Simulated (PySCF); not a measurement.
Precursor series Zn Cl-OH. All species are isolated molecules in the gas phase. One relaxed conformer stands for each flexible species; it need not be the lowest.

Quantity: redistribution energy (mixed species minus the weighted end members), in eV.

Level 1: PBE-D3(BJ)/def2-TZVP // TPSS-D3(BJ)/def2-SVP (PySCF)
Level 2: B3LYP/6-311+G** (LANL2DZ on Zn) // TPSS-D3(BJ)/def2-SVP (PySCF)
Level 3: PBE/6-31G* (LANL2DZ on Zn) // TPSS-D3(BJ)/def2-SVP (PySCF)
Level 4: SVWN5/6-31G* (LANL2DZ on Zn) // TPSS-D3(BJ)/def2-SVP (PySCF)

```csv
species,level 1,level 2,level 3,level 4
1 of 2 Cl replaced by OH: [Zn(Cl)(OH)],-0.001,-0.017,-0.034,-0.030
```
